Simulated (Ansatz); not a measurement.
System: sum formula H₇Si₂NO₆ (charge 0, singlet). 
Structure (B3LYP-D3(BJ)/def2-TZVP (Ansatz, a program for electronic structure) minimum search):
```xyz
16

O      2.1665     1.7767    -1.0523
Si     1.1830     0.9264    -0.0649
O      0.0879     1.8884     0.7291
O      2.1942     0.2195     1.0079
N      0.1711    -0.1658    -0.9064
Si    -1.1317    -0.9693    -0.1303
O     -1.8610    -2.0646    -1.1007
O     -2.2621     0.1033     0.3706
O     -0.4443    -1.7684     1.1377
H      1.7562     2.4367    -1.6160
H      0.4084     2.3108     1.5310
H      1.8521    -0.5997     1.3835
H      0.5602    -0.6171    -1.7216
H     -2.6167    -1.7544    -1.6062
H     -1.8901     0.9605     0.6185
H     -1.0361    -2.2136     1.7505
```
Charge 0, spin multiplicity 1.

Property: vertical ionisation energy (to the doublet state of charge +1; each state is the SCF solution reached for its spin), in eV. Correlated levels leave the core frozen unless marked. Open shells are spin-unrestricted. Spin-orbit coupling is left out. Non-relativistic. 

```json
[
 {"level": "HF/aug-cc-pV(D+d)Z", "program": "Ansatz", "vertical ionisation energy (eV)": "9.14"},
 {"level": "SVWN5/def2-TZVPD", "program": "Ansatz", "vertical ionisation energy (eV)": "9.74"},
 {"level": "PBE/def2-TZVPD", "program": "Ansatz", "vertical ionisation energy (eV)": "9.51"},
 {"level": "r2SCAN/def2-TZVPD", "program": "Ansatz", "vertical ionisation energy (eV)": "9.73"},
 {"level": "B3LYP/def2-TZVPD", "program": "Ansatz", "vertical ionisation energy (eV)": "10.04"},
 {"level": "PBE0/def2-TZVPD", "program": "Ansatz", "vertical ionisation energy (eV)": "10.06"},
 {"level": "BHLYP/def2-TZVPD", "program": "Ansatz", "vertical ionisation energy (eV)": "10.16"},
 {"level": "CAM-B3LYP/def2-TZVPD", "program": "Ansatz", "vertical ionisation energy (eV)": "10.30"},
 {"level": "wB97X-V/def2-TZVPD", "program": "Ansatz", "vertical ionisation energy (eV)": "10.34"},
 {"level": "B2PLYP/def2-TZVPD", "program": "Ansatz", "vertical ionisation energy (eV)": "10.24"},
 {"level": "MP2/aug-cc-pV(D+d)Z", "program": "Ansatz", "vertical ionisation energy (eV)": "10.48"},
 {"level": "SCS-MP2/aug-cc-pV(D+d)Z", "program": "Ansatz", "vertical ionisation energy (eV)": "10.39"},
 {"level": "CCSD/aug-cc-pV(D+d)Z", "program": "Ansatz", "vertical ionisation energy (eV)": "10.23"},
 {"level": "CCSD(T)/aug-cc-pV(D+d)Z", "program": "Ansatz", "vertical ionisation energy (eV)": "10.25"}
]
```
